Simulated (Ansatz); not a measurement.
Consider the ligand exchange at a B–N bond: `BN([SiH3])C=C` + `O[SiH3]` → `BO[SiH3]` + `C=CN[SiH3]`.

Isolated molecules relaxed with PBE0-D4/def2-TZVP in Ansatz; ΔE leaves out vibrations. CCSD(T)/CBS is the MP2 limit (def2-TZVPP, def2-QZVPP) plus CCSD(T) − MP2 in def2-TZVPP, frozen cores. This one scheme is used for every species. DFT in def2-TZVPP. One conformer a species, not always the lowest.

`BN([SiH3])C=C`:

Z-matrix (Å, degrees):
```
Si
N 1 1.765
H 1 1.485 2 109.8
H 1 1.485 2 109.8 3 -119.3
H 1 1.478 2 107.3 3 120.3
C 2 1.404 1 118.9 3 59.7
B 2 1.408 1 121.0 3 -120.3
C 6 1.329 2 126.1 1 0.0
H 6 1.086 2 113.4 1 -180.0
H 7 1.197 2 118.8 1 -180.0
H 7 1.194 2 119.4 1 -0.0
H 8 1.081 6 119.8 2 180.0
H 8 1.084 6 123.2 2 -0.0
```

`O[SiH3]`:

Cartesian coordinates in Å:
```
O 0.382 -1.220 -0.094
Si -0.261 0.288 0.070
H 1.303 -1.288 -0.348
H 0.446 1.077 1.116
H -1.675 0.087 0.462
H -0.194 1.056 -1.205
```

`BO[SiH3]`:

Z-matrix (Å, degrees):
```
Si
O 1 1.658
H 1 1.482 2 107.9
H 1 1.482 2 107.9 3 -118.9
H 1 1.485 2 110.1 3 120.6
B 2 1.347 1 132.3 3 -120.7
H 6 1.199 2 118.0 1 180.0
H 6 1.204 2 120.0 1 0.0
```

`C=CN[SiH3]`:

```xyz
11

C     2.079   -0.166   -0.579
C     0.912    0.270   -0.107
N    -0.319   -0.337   -0.262
Si   -1.776    0.124    0.545
H     2.163   -1.090   -1.140
H     2.980    0.408   -0.414
H     0.875    1.202    0.453
H    -0.299   -1.196   -0.790
H    -2.896   -0.505   -0.197
H    -1.840   -0.316    1.967
H    -1.880    1.606    0.524
```

```
        species  PBE0 energy (Eh)
`BN([SiH3])C=C`        -449.87553
      `O[SiH3]`        -366.98944
     `BO[SiH3]`        -392.43393
   `C=CN[SiH3]`        -424.43375
```

Work out ΔE.

ΔE = (-392.43393) + (-424.43375) − (-449.87553) − (-366.98944) = -0.00271 Eh = -0.07 eV. CCSD(T)/CBS gives -0.01 eV.

Largest T1 diagnostic among the species: 0.013.

In def2-TZVPP, CCSD(T) changes the Hartree–Fock value by +0.26 eV (the triples alone add +0.04 eV) and MP2 by +0.27 eV. At CCSD(T), def2-SVP lies −0.12 eV from the extrapolated value and def2-TZVPP −0.00 eV.
